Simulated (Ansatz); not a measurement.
Geometry optimisation, RKS PBE/def2-SVP in Ansatz.

Input:

```yaml
crystal:
  periodic: [false, false, false]
  atoms:
    - { symbol: Ti, position_ang: [-0.1054, 0.088611, -0.017072] }
    - { symbol: O, position_ang: [-0.124146, 0.047252, 1.85038] }
    - { symbol: H, position_ang: [-0.900438, 0.178328, 2.427591] }
    - { symbol: Cl, position_ang: [1.936789, 0.362145, -0.756196] }
    - { symbol: F, position_ang: [-1.023692, 1.474122, -0.527249] }
    - { symbol: Cl, position_ang: [-1.137398, -1.646783, -0.862165] }
    - { symbol: Br, position_ang: [1.779223, -2.837567, 1.395733] }
    - { symbol: H, position_ang: [1.126563, -1.735509, 2.188877] }
basis:
  gaussian: { orbitals: def2-SVP }
hamiltonian:
  xc: pbe
relax:
  f_tol: 0.03
  max_steps: 50
```

Run as:

```bash
$ ansatz run input.yaml --threads 4 --pin off --max-ram 5120MiB --backend cpu --events-out ev --progress --plain --runs-dir out
```

Question: Where does it end, and by what steps?

Answer: The run converged. The force dipped under the threshold on the way, but the program's further checks kept it going. After 15 steps the energy has fallen by 0.185 eV; Br7 moved furthest, 1.44 Å.

```csv
step,energy less start (eV),largest force component (eV/Å),accepted
0,0.0000,1.482,yes
1,-0.0996,0.782,yes
2,-0.1354,0.294,yes
3,-0.1471,0.152,yes
4,-0.1567,0.157,yes
5,-0.1624,0.337,yes
6,-0.1688,0.185,yes
7,-0.1752,0.110,yes
8,-0.1782,0.236,yes
9,-0.1808,0.135,yes
10,-0.1822,0.081,yes
11,-0.1830,0.032,yes
12,-0.1839,0.070,yes
13,-0.1842,0.062,yes
14,-0.1844,0.014,yes
15,-0.1845,0.007,yes
```

```xyz
8
Properties=species:S:1:pos:R:3
Ti -0.240 0.214 -0.231
O -0.005 -0.441 1.420
H -0.442 -0.194 2.257
Cl 1.714 0.586 -1.147
F -1.135 1.699 -0.102
Cl -1.400 -1.210 -1.426
Br 1.899 -2.865 2.833
H 1.160 -1.859 2.095
```

Whether the end is a true minimum wasn't checked by a vibrational analysis.

The run took 38 s on 4 threads of Arm Neoverse V2 (shared host), peak memory 0.23 GiB.
